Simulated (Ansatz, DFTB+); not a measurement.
System: HS2, net charge -1, singlet state. SMILES: [S-]S

Atoms: S1, S2, H3. Bonds: S1-S2, S2-H3.

Bond lengths (Å) and angles (degrees) optimised at SCC-DFTB with DFTB+; HF/6-31G* with Ansatz (an electronic-structure program); PBE/6-31G* with Ansatz; B3LYP/LANL2DZ with Ansatz, each started from the B3LYP-D3(BJ)/def2-TZVP structure (Ansatz) of the last column. A row stands for all coordinates that are equal there. 6-31G* holds six Cartesian d functions. No wavenumbers were computed at SCC-DFTB, PBE/6-31G*, B3LYP/LANL2DZ, so these may be saddle points.

```csv
coordinate,SCC-DFTB,HF/6-31G*,PBE/6-31G*,B3LYP/LANL2DZ,B3LYP-D3(BJ)/def2-TZVP
S1-S2,2.050,2.116,2.126,2.351,2.110
S2-H3,1.373,1.334,1.382,1.392,1.355
S1-S2-H3,103.7,102.1,104.3,99.7,102.2
```

Mean signed difference of all 2 bond lengths from B3LYP-D3(BJ)/def2-TZVP: SCC-DFTB -0.020 Å, HF/6-31G* -0.007 Å, PBE/6-31G* 0.022 Å, B3LYP/LANL2DZ 0.140 Å.
